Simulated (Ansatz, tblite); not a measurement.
Two members of one family ((GaAs)n off), computed with Ansatz in the gas phase. The two geometries come from different levels. Singlets are spin-restricted. A dash marks a value that wasn't run or was left out as unsound. The structures are stationary points that may keep the symmetry of their start. Remarks come from the PBE and PBE0 runs and from stability tests at other levels; not every state was tested. A HOMO above zero means that the electron is unbound at that level and held by the basis, or that self-interaction error raises the level; the energy of removing that electron tells which. HOMO above LUMO (over both spins in singlets and doublets, within one spin in higher multiplets; at PBE or PBE0), or a gap under 0.15 eV within one spin, warns that the state may not be the lowest or that an electron is smeared out.

First: GaAs2⁻ (singlet, charge -1, PBE-D4/def2-TZVPD geometry).

```xyz
3

Ga    1.3857   -0.2273   -0.6487
As   -0.1865    0.5793    1.2431
As   -1.1992   -0.3520   -0.5944
```

| level | HOMO (eV) | vertical IE (eV) |
| --- | --- | --- |
| PBE-D4/def2-SVPD | 0.54 | – |
| PBE-D4/def2-TZVPD | 0.45 | 2.00 |
| r2SCAN-D4/def2-TZVPD | 0.26 | 2.06 |
| PBE0-D4/def2-SVPD | -0.32 | – |
| r2SCAN0-D4/def2-TZVPD | -0.51 | – |

The relaxed triplet lies at 0.37 eV (r2SCAN0-D4/def2-TZVPD) to 0.60 eV (RPA@PBE/def2-TZVPD) from the singlet. The relaxed quintet lies at 2.34 eV (r2SCAN0-D4/def2-TZVPD) to 2.70 eV (ωB97X-V/def2-TZVPD) from the singlet. Remarks: HOMO above zero at PBE or PBE0, HOMO above zero (triplet), HOMO above zero (quintet).

Second: Ga2As3⁻ (singlet, charge -1, r2SCAN-D4/def2-SVPD geometry).

```xyz
5

Ga   -0.962   -0.525   -1.062
Ga   -0.075    0.753    1.325
As   -2.301    0.506    0.584
As    1.408   -0.258   -1.547
As    1.930   -0.476    0.700
```

Task: Estimate the same table for the second.

Result: 
```csv
level,HOMO (eV),vertical IE (eV)
PBE-D4/def2-SVPD,-0.56,–
PBE-D4/def2-TZVPD,-0.60,2.69
r2SCAN-D4/def2-TZVPD,-0.78,2.74
PBE0-D4/def2-SVPD,-1.22,–
r2SCAN0-D4/def2-TZVPD,-1.39,–
```

The relaxed triplet lies at 0.05 eV (r2SCAN0-D4/def2-TZVPD) to 0.38 eV (PBE-D4/def2-TZVPD) from the singlet, nearly a tie at some levels. The relaxed quintet lies at 1.13 eV (r2SCAN0-D4/def2-TZVPD) to 1.52 eV (PBE-D4/def2-TZVPD) from the singlet. Remarks: HOMO above zero (quintet), gap within one spin near zero at PBE or PBE0 (neutral doublet).
